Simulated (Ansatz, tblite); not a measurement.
Clusters of 3 atoms, binary: E(high spin) − E(low spin) (eV) at several levels, gas phase, relaxed structures; Ansatz, xTB through tblite. Each state is relaxed at the level in the geometry column; the other columns are single points. Clusters are the lowest isomers that short searches found in that spin, judged at the geometry's level. Core potentials for Sb, Sn, Te in the def2 sets, no spin–orbit coupling. xTB has no spin-polarisation term. Singlets are spin-restricted. The structures are stationary points that may keep the symmetry of their start. Correlated methods freeze inner cores and use unrestricted references for open shells. Remarks come from the PBE and PBE0 runs and from stability tests at other levels; not every state was tested.

```csv
species,state,geometry,GFN1-xTB,GFN2-xTB,PBE-D4/def2-TZVP,r2SCAN-D4/def2-TZVP,PBE0-D4/def2-TZVP,RPA@PBE/def2-TZVP,remarks
SiTe2,quintet − singlet,r2SCAN-D4/def2-TZVP,4.45,3.76,2.59,2.41,2.62,2.67,–
SiC2,quintet − singlet,PBE-D4/def2-TZVP,5.36,4.04,4.43,4.10,4.44,4.69,–
PS2,quartet − doublet,PBE-D4/def2-TZVP,3.21,1.92,2.07,1.97,1.91,1.99,–
Sn2Ge⁺,quartet − doublet,PBE0-D4/def2-TZVP,0.86,0.94,0.34,0.27,0.25,0.38,–
As2P,quartet − doublet,PBE0-D4/def2-TZVP,1.92,1.93,1.84,1.80,1.78,1.86,–
Si2B,quartet − doublet,PBE0-D4/def2-TZVP,1.14,1.36,1.02,0.80,0.88,1.17,–
Te2As⁺,quintet − singlet,PBE0-D4/def2-TZVP,3.57,3.33,1.92,–,1.72,1.88,triplet lowest at PBE0
Se2S⁺,quartet − doublet,PBE0-D4/def2-TZVP,2.15,1.37,0.83,0.69,0.76,0.86,–
SbAs2⁺,quintet − singlet,r2SCAN-D4/def2-TZVP,3.78,3.46,3.15,2.90,2.94,3.06,–
Si2Te,quintet − singlet,r2SCAN-D4/def2-TZVP,3.80,3.36,3.09,2.84,3.01,3.26,–
```
